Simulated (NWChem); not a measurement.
Molecule: CuCl; SMILES [Cl][Cu]

All runs: NWChem. Each level has its own optimisation; frequencies are unscaled.

```tsv
level	r Cl–Cu (Å)	highest harmonic frequency (cm⁻¹)	zero-point energy (kcal/mol)
B3LYP/3-21G	2.056	420	0.6
CAM-B3LYP/def2-SVP	2.076	422	0.6
PBE0-D3(BJ)/def2-TZVP	2.076	[?]	0.6
```

Q: Some entries are withheld; supply them.

A: 
- PBE0-D3(BJ)/def2-TZVP, highest harmonic frequency (cm⁻¹): 398
